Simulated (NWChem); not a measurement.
# KF; SMILES [K][F]

```xyz
2

K      0.0000     0.0000    -0.7084
F      0.0000     0.0000     1.4306
```
Atoms are numbered in this order, from 1.

Structure relaxed at the PBE0/def2-SVP level.

Task: Give the principal values of the shielding tensors (ppm) of K1, F2 from PBE/pcSseg-2, GIAO (NWChem), with their diamagnetic and paramagnetic parts as GIAO splits them.

Result: 
| atom | σ11 | σ22 | σ33 | isotropic | diamagnetic | paramagnetic |
|---|---|---|---|---|---|---|
| K1 | 1238.3 | 1238.3 | 1330.3 | 1269.0 | 1327.0 | -58.0 |
| F2 | 51.7 | 51.7 | 484.7 | 196.0 | 478.3 | -282.2 |
